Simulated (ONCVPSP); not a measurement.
u(r) = r·R(r): atom against pseudo-atom (iron (Fe))

Columns: radius, all-electron u(r) and pseudo u(r) of the 3d shell (level -7.75 eV) of iron in the configuration [Ne] 3s2 3p6 3d6 4s2; LDA (Perdew-Zunger), scalar-relativistic, ONCV scheme, ONCVPSP 4.0.1.

| r (bohr) | all-electron | pseudo |
| --- | --- | --- |
| 0.060 | 0.0205 | 0.0047 |
| 0.120 | 0.1045 | 0.0359 |
| 0.180 | 0.2340 | 0.1105 |
| 0.240 | 0.3795 | 0.2314 |
| 0.300 | 0.5193 | 0.3870 |
| 0.360 | 0.6413 | 0.5549 |
| 0.420 | 0.7401 | 0.7104 |
| 0.480 | 0.8147 | 0.8336 |
| 0.540 | 0.8671 | 0.9151 |
| 0.600 | 0.8999 | 0.9559 |
| 0.660 | 0.9163 | 0.9639 |
| 0.720 | 0.9197 | 0.9514 |
| 0.780 | 0.9128 | 0.9290 |
| 0.840 | 0.8984 | 0.9041 |
| 0.900 | 0.8783 | 0.8793 |
| 0.960 | 0.8542 | 0.8541 |
| 1.020 | 0.8273 | 0.8272 |
| 1.080 | 0.7987 | 0.7986 |
| 1.140 | 0.7691 | 0.7690 |
| 1.200 | 0.7391 | 0.7390 |
| 1.260 | 0.7090 | 0.7090 |
| 1.320 | 0.6793 | 0.6793 |
| 1.380 | 0.6502 | 0.6501 |
| 1.440 | 0.6218 | 0.6217 |
| 1.500 | 0.5942 | 0.5941 |
| 1.560 | 0.5675 | 0.5675 |

Problem. How many radial nodes do the two functions have?

Solution. The all-electron 3d function has n − l − 1 = 0; the pseudo-wave has 0.

Problem. At about which radius was the pseudo-wave matched?

Solution. 1.00 bohr, where the columns begin to agree (steps of 0.06 bohr).

Problem. Is the pseudo-wave norm-conserving?

Solution. Yes: the ONCV scheme keeps the norm inside the radius equal to the all-electron one, which fixes the energy derivative of the logarithmic derivative at the level.
